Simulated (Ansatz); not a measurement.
Species: CH₃BF, net charge 0, doublet state. It need not be the lowest isomer of its formula. SMILES: C[B]F
Geometry: optimised at B3LYP-D3(BJ)/def2-TZVP (Ansatz, a program for electronic structure).

Computed values are from Ansatz. Correlated levels leave the core frozen unless marked. UHF or UKS for open shells. Spin-orbit coupling is left out. No relativistic terms. CBS marks a two-point X^-3 extrapolation of the correlation energy; Hartree-Fock from the larger set.

```json
{
  "atomisation energy De": "2261.4 kJ/mol at CCSD(T)/CBS(cc-pVTZ,cc-pVQZ)",
  "total_energy": "-164.4189 Eh at CCSD(T)/CBS(cc-pVTZ,cc-pVQZ)",
  "dipole_moment": "1.39 D at CCSD(T)/aug-cc-pVDZ",
  "T1 diagnostic": "0.014 at CCSD/cc-pVQZ"
}
```
